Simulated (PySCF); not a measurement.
# Dipole response of B²⁺ (boron, charge +2)

[He] 2s1, 2S determinant. Calculation: PySCF 2.14, in dyall-acv3z (15s9p4d2f, 76 functions); scalar relativity by spin-free X2C-1e. Coupled (time-dependent) response in atomic units; α is the mean over directions.

```tsv
method	mean α (bohr³)	C₆ (like pair)	S(−4)
UHF	7.933	11.14	155.3
PBE	6.974	9.254	119.7
PBE0	7.190	9.668	127.3
r2SCAN0	8.532	12.64	173.4
M06-L	9.384	14.33	216.9
```

S(−4) is the Cauchy moment in α(ω) = α(0) + S(−4) ω² + …

α(iu) at M06-L:

```
u (hartree)  α(iu) (bohr³)
          0          9.384
     0.0500          8.872
      0.100          7.636
      0.200          4.961
      0.300          3.207
      0.500          1.608
      0.750         0.8882
       1.00         0.5784
       1.50         0.3130
       2.00         0.2012
       3.00         0.1082
       5.00        0.05082
```

A single London oscillator, α(iu) = α/(1 + u²/ω²), gives C₆ = (3/4) ω α². Matching the computed C₆ needs ω = 4 × 14.33 / (3 × 9.384²) = 0.217 hartree.

For an ion, C₆ is the dispersion term alone; charge-induced terms of lower order in 1/R come first.
